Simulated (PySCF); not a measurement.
Compound: C6H9FOSi.
SMILES: `CC#C[Si@@H]1OCC[C@@H]1F`

The closed-shell ground state was solved at several levels (PySCF, density fitting, gas phase, non-relativistic). The structure is a single PBE0-D3(BJ)/def2-SVP conformer in the gas phase; no vibrational or solvent corrections.

```tsv
level	basis functions	HOMO (eV)	LUMO (eV)	gap (eV)	dipole (D)
B3LYP/def2-SVPD	262	-7.35	-0.48	6.87	0.94
HF/pcSseg-1	205	-10.35	3.36	13.71	1.10
```

(1) Estimate the row for PBE0/pcSseg-1, a basis of 205 functions; the other rows only guide the guess.

(2) Over all these levels, which gives the widest orbital gap and which the narrowest?

(3) How far do the dipole and the HOMO energy spread over the levels?

## Answers

(1) HOMO -7.53 eV, LUMO -0.22 eV, gap 7.31 eV, dipole 1.00 D.

(2) HF/pcSseg-1 (Hartree–Fock, all exact exchange) has the widest, 13.71 eV, and B3LYP/def2-SVPD (global hybrid, 20 % exact exchange) the narrowest, 6.87 eV. Functional and basis both differ between the two, so the spread mixes both effects. The HOMO need not be the same orbital at Hartree–Fock and at DFT levels.

(3) The dipole runs from 0.94 to 1.10 D (mean 1.01 D) and the HOMO from -10.35 to -7.35 eV.
